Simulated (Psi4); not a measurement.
sulfolane (C$_{4}$H$_{8}$O$_{2}$S), singlet, at a GFN2-xTB geometry; MP2/STO-3G in Psi4.

The Psi4 input:
```
memory 2 GB

molecule {
0 1
O     1.59952733    0.87545052   -0.67687010
S     0.60214094    0.39875339    0.24138734
O     0.78650253    0.70464053    1.63338603
C    -1.06639478    0.92788654   -0.29957718
C    -1.60702172   -0.31440064   -0.97277248
C    -1.15076282   -1.51187602   -0.13277313
C     0.35103521   -1.40161625    0.01280255
H    -1.61765612    1.19700565    0.59605374
H    -0.96068093    1.78115244   -0.95933744
H    -2.69436558   -0.28881279   -1.05393113
H    -1.18825946   -0.39722459   -1.97751409
H    -1.44273338   -2.45088175   -0.60455652
H    -1.61813355   -1.46124186    0.85248222
H     0.75341325   -1.91841049    0.87624760
H     0.88478642   -1.68233103   -0.88984786
}

set {
  basis sto-3g
}

energy('mp2')
print_variables()
```

What the program printed (banner, timings and long lists left out):

```
    SCF Algorithm Type (re)set to DF.

   => Loading Basis Set <=

    Name: STO-3G
    Role: ORBITAL
    Keyword: BASIS

         ---------------------------------------------------------
                                   SCF
               by Justin Turney, Rob Parrish, Andy Simmonett
                          and Daniel G. A. Smith
                              RHF Reference
         ---------------------------------------------------------

  ==> Geometry <==

    Molecular point group: c1
    Full point group: C1

    Geometry (in Angstrom), charge = 0, multiplicity = 1:

       Center              X                  Y                   Z               Mass
    ------------   -----------------  -----------------  -----------------  -----------------
         O            1.534599015249     0.832453300101    -0.702898679258    15.994914619570
         S            0.537212625249     0.355756170101     0.215358760742    31.972071174400
         O            0.721574215249     0.661643310101     1.607357450742    15.994914619570
         C           -1.131323094751     0.884889320101    -0.325605759258    12.000000000000
         C           -1.671950034751    -0.357397859899    -0.998801059258    12.000000000000
         C           -1.215691134751    -1.554873239899    -0.158801709258    12.000000000000
         C            0.286106895249    -1.444613469899    -0.013226029258    12.000000000000
         H           -1.682584434751     1.154008430101     0.570025160742     1.007825032230
         H           -1.025609244751     1.738155220101    -0.985366019258     1.007825032230
         H           -2.759293894751    -0.331810009899    -1.079959709258     1.007825032230
         H           -1.253187774751    -0.440221809899    -2.003542669258     1.007825032230
         H           -1.507661694751    -2.493878969899    -0.630585099258     1.007825032230
         H           -1.683061864751    -1.504239079899     0.826453640742     1.007825032230
         H            0.688484935249    -1.961407709899     0.850219020742     1.007825032230
         H            0.819858105249    -1.725328249899    -0.915876439258     1.007825032230

  Running in c1 symmetry.

  Rotational constants: A =      0.12584  B =      0.06872  C =      0.06320 [cm^-1]
  Rotational constants: A =   3772.67381  B =   2060.32069  C =   1894.60707 [MHz]
  Nuclear repulsion =  431.159843206064750

  Charge       = 0
  Multiplicity = 1
  Electrons    = 64
  Nalpha       = 32
  Nbeta        = 32

  ==> Algorithm <==

  SCF Algorithm Type is DF.
  DIIS enabled.
  MOM disabled.
  Fractional occupation disabled.
  Guess Type is SAD.
  Energy threshold   = 1.00e-08
  Density threshold  = 1.00e-08
  Integral threshold = 1.00e-12

  ==> Primary Basis <==

  Basis Set: STO-3G
    Blend: STO-3G
    Number of shells: 31
    Number of basis functions: 47
    Number of Cartesian functions: 47
    Spherical Harmonics?: true
    Max angular momentum: 1

   => Loading Basis Set <=

    Name: (STO-3G AUX)
    Role: JKFIT
    Keyword: DF_BASIS_SCF

  ==> Integral Setup <==

  SCF_SUBTYPE=INCORE selected. In-core MEM_DF algorithm will be used.
  Using in-core AOs.

  ==> MemDFJK: Density-Fitted J/K Matrices <==

    J tasked:                   Yes
    K tasked:                   Yes
    wK tasked:                   No
    Algorithm:                 Core
    Schwarz Cutoff:           1E-12
    Mask sparsity (%):       2.3540
    Fitting Condition:        1E-10

   => Auxiliary Basis Set <=

  Basis Set: (STO-3G AUX)
    Blend: DEF2-UNIVERSAL-JKFIT
    Number of shells: 236
    Number of basis functions: 726
    Number of Cartesian functions: 857
    Spherical Harmonics?: true
    Max angular momentum: 4

  Minimum eigenvalue in the overlap matrix is 2.0082855818E-01.
  Reciprocal condition number of the overlap matrix is 7.6811615289E-02.
    Using symmetric orthogonalization.

  ==> Pre-Iterations <==

  SCF Guess: Superposition of Atomic Densities via on-the-fly atomic UHF (no occupation information).

   -------------------------
    Irrep   Nso     Nmo
   -------------------------
     A         47      47
   -------------------------
    Total      47      47
   -------------------------

  ==> Iterations <==

                           Total Energy        Delta E     RMS |[F,P]|

   @DF-RHF iter SAD:  -690.87005504251169   -6.90870e+02   0.00000e+00
   @DF-RHF iter   1:  -694.46079972258099   -3.59074e+00   1.34071e-02 DIIS/ADIIS
   @DF-RHF iter   2:  -694.70423838412648   -2.43439e-01   7.23126e-03 DIIS/ADIIS
   @DF-RHF iter   3:  -694.78088405043843   -7.66457e-02   1.32000e-03 DIIS/ADIIS
   @DF-RHF iter   4:  -694.78487363931663   -3.98959e-03   4.06144e-04 DIIS/ADIIS
   @DF-RHF iter   5:  -694.78555086508527   -6.77226e-04   8.67713e-05 DIIS
   @DF-RHF iter   6:  -694.78558263096261   -3.17659e-05   1.13770e-05 DIIS
   @DF-RHF iter   7:  -694.78558297902532   -3.48063e-07   2.45546e-06 DIIS
   @DF-RHF iter   8:  -694.78558300408633   -2.50610e-08   9.14795e-07 DIIS
   @DF-RHF iter   9:  -694.78558300870895   -4.62262e-09   2.34610e-07 DIIS
   @DF-RHF iter  10:  -694.78558300899340   -2.84444e-10   5.63415e-08 DIIS
   @DF-RHF iter  11:  -694.78558300900818   -1.47793e-11   1.09187e-08 DIIS
   @DF-RHF iter  12:  -694.78558300900875   -5.68434e-13   1.52844e-09 DIIS
  Energy and wave function converged.

  ==> Post-Iterations <==

    Orbital Energies [Eh]
    ---------------------

    Doubly Occupied:

[...]
    Virtual:

[...]
    Final Occupation by Irrep:
              A
    DOCC [    32 ]
    NA   [    32 ]
    NB   [    32 ]

  @DF-RHF Final Energy:  -694.78558300900875

   => Energetics <=

    Nuclear Repulsion Energy =            431.1598432060647497
    One-Electron Energy =               -1815.2121030010287086
    Two-Electron Energy =                 689.2666767859551555
    Total Energy =                       -694.7855830090087466

Computation Completed

Properties will be evaluated at   0.000000,   0.000000,   0.000000 [a0]

Properties computed using the SCF density matrix

 Multipole Moments:

 ------------------------------------------------------------------------------------
     Multipole            Electronic (a.u.)      Nuclear  (a.u.)        Total (a.u.)
 ------------------------------------------------------------------------------------

 L = 1.  Multiply by 2.5417464519 to convert [e a0] to [Debye]
 Dipole X            :          6.3787152           -7.8525911           -1.4738758
 Dipole Y            :          4.2241511           -5.2001901           -0.9760389
 Dipole Z            :          2.5571108           -3.1479608           -0.5908500
 Magnitude           :                                                    1.8638846

 ------------------------------------------------------------------------------------

  //>>>>>>>>>>>>>>>>>>>>>>>>>>>>>>>>>>>//
  //               DFMP2               //
  //<<<<<<<<<<<<<<<<<<<<<<<<<<<<<<<<<<<//

   => Loading Basis Set <=

    Name: (STO-3G AUX)
    Role: RIFIT
    Keyword: DF_BASIS_MP2

	 --------------------------------------------------------
	                          DF-MP2
	      2nd-Order Density-Fitted Moller-Plesset Theory

	        Rob Parrish, Justin Turney, Andy Simmonett,
	           Ed Hohenstein, and C. David Sherrill
	 --------------------------------------------------------

   => Auxiliary Basis Set <=

  Basis Set: (STO-3G AUX)
    Blend: DEF2-SVP-RI
    Number of shells: 164
    Number of basis functions: 462
    Number of Cartesian functions: 523
    Spherical Harmonics?: true
    Max angular momentum: 3

	 --------------------------------------------------------
	                 NBF =    47, NAUX =   462
	 --------------------------------------------------------
	   CLASS    FOCC     OCC    AOCC    AVIR     VIR    FVIR
	   PAIRS       0      32      32      15      15       0
	 --------------------------------------------------------

	-----------------------------------------------------------
	 ==================> DF-MP2 Energies <====================
	-----------------------------------------------------------
	 Reference Energy          =    -694.7855830090087466 [Eh]
	 Singles Energy            =      -0.0000000000000000 [Eh]
	 Same-Spin Energy          =      -0.0548874033589411 [Eh]
	 Opposite-Spin Energy      =      -0.2717943765700216 [Eh]
	 Correlation Energy        =      -0.3266817799289627 [Eh]
	 Total Energy              =    -695.1122647889377504 [Eh]
	-----------------------------------------------------------
	 ================> DF-SCS-MP2 Energies <==================
	-----------------------------------------------------------
	 SCS Same-Spin Scale       =       0.3333333333333333 [-]
	 SCS Opposite-Spin Scale   =       1.2000000000000000 [-]
	 SCS Same-Spin Energy      =      -0.0182958011196470 [Eh]
	 SCS Opposite-Spin Energy  =      -0.3261532518840259 [Eh]
	 SCS Correlation Energy    =      -0.3444490530036729 [Eh]
	 SCS Total Energy          =    -695.1300320620124467 [Eh]
	-----------------------------------------------------------

  Variable Map:
  ----------------------------------------------------------------------------
[...]
  Array Variable Map:
  ----------------------------------------------------------------------------
[...]
[...]
```
